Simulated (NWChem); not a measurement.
Molecule: CH₆CuNO; SMILES C[O][Cu]<-[NH3]

```xyz
10

Cu     0.0659    -0.3476    -0.0003
O      0.5079     1.3288     0.0003
C     -0.3885     2.4015     0.0001
H     -1.0455     2.4276     0.8894
H      0.1732     3.3511    -0.0024
H     -1.0487     2.4249    -0.8868
N     -0.1584    -2.1991     0.0003
H      0.1592    -2.6334    -0.8714
H     -1.1350    -2.4823     0.1198
H      0.3635    -2.6522     0.7565
```
Atoms are numbered in this order, from 1.

Program: NWChem. The geometry was optimised at B3LYP/6-31G* (spherical d). Total energies compare along this basis series because the functional is fixed.

| level | basis functions | energy (Ha) | highest occupied level (eV) | orbital gap (eV) | dipole (D) |
|---|---|---|---|---|---|
| TPSS/def2-SVP | 103 | -1811.9197 | -3.32 | 2.47 | 7.33 |
| TPSS/def2-SVPD | 145 | -1811.9541 | -3.88 | 2.55 | 7.12 |
| TPSS/def2-TZVP | 174 | -1812.3742 | -3.82 | 2.65 | 7.17 |
| TPSS/def2-TZVPP | 241 | -1812.3805 | -3.89 | 2.72 | 7.02 |
